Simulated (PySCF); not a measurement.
Al(H)(NMe2)(SH) (C2H8AlNS), SMILES C[N]([AlH][SH])C.

Coordinates come from a ωB97X-D3(BJ)/def2-SVP optimisation. The structure was generated by enumeration; whether it is a known compound was not checked. The values are those of a single conformer.

All values below come from TDA-LC-ωPBE/def2-SVPD run with PySCF 2.14.0.

Vertical excitations. Gas-phase values at a fixed geometry. State labels are in the subgroup Cs.

**Question.** Estimate the UV-visible absorptions. (Estimate from the structure and the level; the computed values follow.)

**Answer.** 
| state | symmetry | energy (eV) | λ (nm) | f | main pairs |
|---|---|---|---|---|---|
| S1 | A' | 6.09 | 204 | 0.186 | HOMO→LUMO+1 94 % |
| S2 | A" | 6.15 | 202 | 0.000 | HOMO→LUMO 59 %, HOMO→LUMO+3 18 % |
| S3 | A" | 6.66 | 186 | 0.011 | HOMO−1→LUMO 17 %, HOMO→LUMO+3 13 %, HOMO−1→LUMO+4 13 %, HOMO−1→LUMO+3 12 % |
| S4 | A" | 6.93 | 179 | 0.017 | HOMO→LUMO+2 44 %, HOMO−1→LUMO 15 %, HOMO−1→LUMO+3 8 % |
| S5 | A' | 7.14 | 174 | 0.035 | HOMO−1→LUMO+1 83 % |
| S6 | A" | 7.24 | 171 | 0.003 | HOMO−2→LUMO+1 79 % |
| S7 | A" | 7.44 | 167 | 0.100 | HOMO−1→LUMO 25 %, HOMO→LUMO+2 22 %, HOMO−1→LUMO+2 16 %, HOMO→LUMO+5 10 % |
| S8 | A" | 7.52 | 165 | 0.073 | HOMO→LUMO+4 34 %, HOMO→LUMO+8 13 %, HOMO→LUMO 9 %, HOMO→LUMO+3 9 % |
| S9 | A" | 7.92 | 157 | 0.000 | HOMO→LUMO+8 51 %, HOMO→LUMO+4 12 %, HOMO−1→LUMO+3 8 % |
| S10 | A' | 8.01 | 155 | 0.074 | HOMO−2→LUMO 49 %, HOMO−2→LUMO+2 17 % |
| T1 | A' | 5.00 | 248 | 0 | HOMO→LUMO+1 88 % |
| T2 | A" | 5.82 | 213 | 0 | HOMO→LUMO 48 %, HOMO→LUMO+3 20 %, HOMO→LUMO+7 11 % |
| T3 | A" | 6.08 | 204 | 0 | HOMO−1→LUMO+4 15 %, HOMO−1→LUMO 14 %, HOMO−1→LUMO+8 13 %, HOMO−1→LUMO+3 12 % |
| T4 | A' | 6.22 | 199 | 0 | HOMO−1→LUMO+1 84 % |
Triplets are in the Tamm–Dancoff approximation.
